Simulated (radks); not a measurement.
The numbers below are computed, except where a source is named.
Task: All-electron atom: the lead ion Pb15+ in [Kr] 4d10 4f14 5s2 5p5. Level of theory: scalar-relativistic Kohn-Sham, SCAN, spin-polarised, spherical densities, finite nucleus; open shells are filled with parallel spins first (spin-orbit coupling, left out, can overturn this in heavy ions); meta-GGA in the generalised Kohn-Sham scheme; Fermi nuclear charge, rms radius 5.5012 fm (a radial shooting solver on a logarithmic mesh with Libxc functionals). Some entries of the table are withheld. Estimate them.

orbital,occ.,eigenvalue (hartree),r(max) (bohr),<1/r> (bohr^-1)
1s up,1,-3251.923,0.009845,101.3
1s down,1,-3251.916,0.009845,101.3
2s up,1,-592.1145,0.05711,23.82
2s down,1,-592.1099,0.05711,23.82
2p up,3,-509.5226,0.04760,20.91
2p down,3,-509.5155,0.04760,20.91
3s up,1,-151.0856,0.1609,8.835
3s down,1,-151.0802,0.1609,8.835
3p up,3,-127.2703,0.1611,7.989
3p down,3,-127.2638,0.1611,7.989
3d up,5,-102.9178,0.1315,7.489
3d down,5,-102.9103,0.1315,7.489
4s up,1,-42.92527,0.3620,3.805
4s down,1,-42.91694,0.3621,3.804
4p up,3,-35.06412,0.3816,3.428
4p down,3,-35.05758,0.3817,3.427
4d up,5,(1),0.3873,3.088
4d down,5,(2),0.3874,3.088
4f up,7,-15.85607,0.3480,2.716
4f down,7,-15.84431,0.3480,2.717
5s up,1,-15.69847,0.7704,1.690
5s down,1,-15.59830,0.7664,1.700
5p up,3,-13.25856,0.8442,1.516
5p down,2,-13.15938,0.8413,1.518

Result: 
(1) 4d up eigenvalue (hartree): -25.92416
(2) 4d down eigenvalue (hartree): -25.91564
